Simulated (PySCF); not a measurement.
A PySCF script (with the pyscf-properties extension) for the NMR shieldings of SMILES C(=C)[C@@H]1C=C(C[SiH3])[C@@H]1F, C$_{7}$H$_{11}$FSi, on a GFN2-xTB geometry:

```python
import basis_set_exchange as bse
import numpy as np
from pyscf import gto, dft
from pyscf.prop import nmr

atoms = """
C     3.256623    1.263459    0.522487
C     1.983857    0.963122    0.342830
C     1.494563   -0.381472   -0.070930
C     0.530430   -0.376367   -1.240092
C    -0.527975   -0.772815   -0.528729
C    -1.962792   -0.982304   -0.770514
Si   -2.984693    0.486362   -0.073834
C     0.272159   -0.914831    0.743325
F    -0.125844   -0.134135    1.802393
H     3.573186    2.250778    0.811551
H     4.037024    0.532097    0.385717
H     1.210263    1.705119    0.486103
H     2.322913   -1.090979   -0.145830
H     0.688576   -0.129030   -2.272998
H    -2.289643   -1.901640   -0.282418
H    -2.141045   -1.083277   -1.841607
H    -2.454938    1.724840   -0.645196
H    -4.371849    0.284835   -0.500686
H    -2.899435    0.498603    1.382246
H     0.383469   -1.931685    1.133751
"""
names = dict.fromkeys(["C", "Si", "F", "H"], "pcSseg-1")
basis = {el: gto.basis.parse(bse.get_basis(n, elements=[el], fmt="nwchem")) for el, n in names.items()}
mol = gto.M(atom=atoms, basis=basis, charge=0, verbose=0)
mf = dft.RKS(mol, xc="PBE0")
mf.grids.level = 2
mf.grids.alignment = dft.numint.BLKSIZE   # the property module wants whole blocks of grid points
mf.conv_tol = 1e-9
mf.kernel()

calc = nmr.RKS(mf)   # GIAO
C = mf.mo_coeff
Co = C[:, mf.mo_occ > 0]
resp = mf.gen_response(singlet=True, hermi=2)
def vind(x):   # induced exchange potential for any number of trial vectors
    d = np.einsum("pi,xij,qj->xpq", C, 2 * x.reshape(-1, C.shape[1], Co.shape[1]), Co, optimize=True)
    return np.einsum("xpq,pi,qj->xij", resp(d - d.transpose(0, 2, 1)), C, Co, optimize=True).ravel()
mo1, _ = nmr.rhf.solve_mo1(calc, with_cphf=vind)
sigma = calc.kernel(mo1)
for i, s in enumerate(sigma):   # ppm
    print("%2d %-2s %9.2f" % (i, mol.atom_pure_symbol(i), np.trace(s) / 3))
```

**Question.** What does it print?

**Answer.** 
```
 0 C      64.24
 1 C      38.59
 2 C     130.59
 3 C      46.05
 4 C      27.73
 5 C     171.77
 6 Si    415.50
 7 C      92.64
 8 F     383.34
 9 H      26.32
10 H      26.25
11 H      25.64
12 H      28.33
13 H      25.59
14 H      30.00
15 H      29.69
16 H      27.91
17 H      27.66
18 H      27.52
19 H      26.32
```

These numbers come from an equivalent density-fitted implementation of the same equations, which agrees with the script to about 0.01 ppm for H and up to a few tenths of a ppm for heavy atoms, so last digits may differ.

**Question.** Turn these shieldings into chemical shifts. δ = σ(ref) − σ, references computed at the same level: ¹³C (σref 186.93) and ²⁹Si (σref 349.16) and ¹H (σref 31.72) against TMS; ¹⁹F (σref 170.95) vs CFCl3.

**Answer.** Averaging equivalent atoms: C 4: 159.2; C 1: 148.3; C 3: 140.9; C 0: 122.7; C 7: 94.3; C 2: 56.3; C 5: 15.2; Si 6: -66.3; F 8: -212.4; H 13: 6.12; H 11: 6.08; H 10: 5.47; H 9: 5.40; H 19: 5.39; H 16/17/18: 4.02; H 12: 3.39; H 15: 2.02; H 14: 1.72 ppm. Unscaled 19F shifts against computed CFCl3 carry errors that often reach 10 to 50 ppm.

Size and cost of the density-fitted run: 215 basis functions, 46 s wall time on 1 thread of an Arm Neoverse V1, shared host; peak memory 0.96 GiB.
